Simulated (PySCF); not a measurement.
SMILES c1cc(cs1)-c1cnccc1 (C9H7NS), GFN2-xTB optimised geometry.

```
18

C     -2.33    -1.21     0.00
C     -2.99     0.01    -0.01
N     -2.36     1.17     0.00
C     -1.04     1.17     0.00
C     -0.27     0.00     0.00
C      1.19     0.07     0.00
C      1.95     1.11    -0.61
C      3.28     0.94    -0.47
S      3.67    -0.48     0.41
C      2.00    -0.86     0.58
C     -0.95    -1.21     0.00
H     -2.89    -2.14     0.00
H     -4.07     0.06    -0.01
H     -0.58     2.14     0.02
H      1.50     1.93    -1.14
H      4.07     1.56    -0.84
H      1.72    -1.74     1.14
H     -0.40    -2.14    -0.02
```

Density from B3LYP/def2-SVP (PySCF) at that geometry.

Minimum of the electron density along straight lines between bonded atoms, close to the bond critical point (lines longer than 1.1 times the sum of covalent radii, or with two minima, are not listed):

```tsv
bond	length / Å	ρ at the minimum / e bohr⁻³	∇²ρ there / e bohr⁻⁵	position (fraction from the first atom)
C1–C2	1.387	0.315	-0.82	0.50
C2–N3	1.322	0.352	-1.01	0.35
N3–C4	1.318	0.355	-1.00	0.65
C4–C5	1.397	0.310	-0.79	0.50
C5–C6	1.459	0.275	-0.67	0.50
C6–C7	1.424	0.292	-0.71	0.50
C7–C8	1.353	0.328	-0.85	0.49
C8–S9	1.720	0.217	-0.47	0.47
C6–C10	1.366	0.320	-0.80	0.49
S9–C10	1.715	0.219	-0.49	0.53
C1–C11	1.383	0.315	-0.82	0.50
C5–C11	1.395	0.309	-0.78	0.50
C1–H12	1.079	0.284	-1.09	0.63
C2–H13	1.082	0.288	-1.12	0.64
C4–H14	1.082	0.288	-1.12	0.64
C7–H15	1.075	0.285	-1.10	0.63
C8–H16	1.072	0.287	-1.12	0.64
C10–H17	1.072	0.286	-1.12	0.64
C11–H18	1.081	0.285	-1.09	0.63
```
